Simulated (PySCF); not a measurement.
# `O=C(O)[C@@H]1[SiH2][C@@H]1O[SiH3]`, C3H8O3Si2

Geometry:
```
atom   x (Å)   y (Å)   z (Å)
  O1   1.091   0.691  -1.368
  C2   1.553   0.651  -0.250
  O3   2.644   1.368   0.087
  C4   1.063  -0.185   0.835
 Si5   0.302  -1.833   0.216
  C6  -0.477  -0.305   0.995
  O7  -1.288   0.616   0.388
 Si8  -2.163   0.623  -0.977
  H9   2.940   1.889  -0.675
 H10   1.631  -0.077   1.750
 H11   0.274  -2.024  -1.215
 H12   0.481  -2.952   1.125
 H13  -0.744  -0.378   2.051
 H14  -1.385   0.499  -2.201
 H15  -2.804   1.918  -0.801
 H16  -3.125  -0.491  -0.931
```

Level of theory: TDDFT B3LYP/def2-SVPD circular dichroism and optical rotation, one conformer, gas phase (PySCF). Geometry: GFN2-xTB.

The molecule is flexible and this is one conformer; a measurement averages over conformers. States above about 6.9 eV (minus the energy of the highest occupied orbital) lie near or above the ionisation threshold and depend on the basis.

(1) What are the CIP labels of the stereocentres?

(2) List the lowest 16 singlet excitations with oscillator and rotatory strengths.

## Answers

(1) C4 S, C6 S.

(2) Rotatory strengths R in 10⁻⁴⁰ esu² cm², velocity form and length form (origin at the centre of mass); f in length form.
| state | E (eV) | λ (nm) | f | R (velocity) | R (length) | main |
| --- | --- | --- | --- | --- | --- | --- |
| 1 | 5.25 | 236 | 0.074 | +34.9 | +35.5 | HOMO→LUMO 0.91 |
| 2 | 5.55 | 223 | 0.0009 | +2.5 | +1.9 | HOMO−2→LUMO 0.64, HOMO−1→LUMO 0.22 |
| 3 | 5.78 | 214 | 0.047 | -1.4 | -3.5 | HOMO−1→LUMO 0.74, HOMO−2→LUMO 0.20 |
| 4 | 5.90 | 210 | 0.001 | +8.7 | +6.6 | HOMO→LUMO+1 0.95 |
| 5 | 6.20 | 200 | 0.068 | -25.0 | -22.8 | HOMO→LUMO+2 0.82, HOMO→LUMO+3 0.09 |
| 6 | 6.34 | 196 | 0.006 | +9.5 | +8.2 | HOMO→LUMO+3 0.78, HOMO→LUMO+2 0.09 |
| 7 | 6.54 | 190 | 0.008 | -19.2 | -18.8 | HOMO−1→LUMO+1 0.91 |
| 8 | 6.63 | 187 | 0.026 | +19.8 | +18.3 | HOMO→LUMO+5 0.41, HOMO−1→LUMO+2 0.26 |
| 9 | 6.68 | 186 | 0.016 | +2.8 | +2.6 | HOMO−2→LUMO+2 0.33, HOMO→LUMO+5 0.24 |
| 10 | 6.76 | 183 | 0.050 | -8.2 | -8.0 | HOMO→LUMO+4 0.59, HOMO→LUMO+5 0.22 |
| 11 | 6.84 | 181 | 0.004 | +26.8 | +27.8 | HOMO−2→LUMO+2 0.26, HOMO−1→LUMO+2 0.26 |
| 12 | 6.90 | 180 | 0.009 | -12.2 | -11.2 | HOMO→LUMO+6 0.65, HOMO→LUMO+4 0.12 |
| 13 | 6.97 | 178 | 0.002 | +17.5 | +15.4 | HOMO−2→LUMO+1 0.48, HOMO−3→LUMO 0.30 |
| 14 | 6.99 | 177 | 0.066 | -70.5 | -70.2 | HOMO−3→LUMO 0.43, HOMO−2→LUMO+1 0.39 |
| 15 | 7.07 | 175 | 0.022 | +36.1 | +35.4 | HOMO−1→LUMO+3 0.81 |
| 16 | 7.26 | 171 | 0.008 | -1.6 | -1.4 | HOMO−2→LUMO+3 0.40, HOMO−1→LUMO+4 0.22 |

Among the states computed, the strongest CD band (largest |R|) is state 14. The largest dissymmetry factor in size, g = 4R/(D+G), with D and G the electric and magnetic dipole strengths, is +0.12 for state 13 (velocity form, f = 0.002), among bands with |R| over 0.5. The mirror image has the same energies and oscillator strengths and all R with the opposite sign.
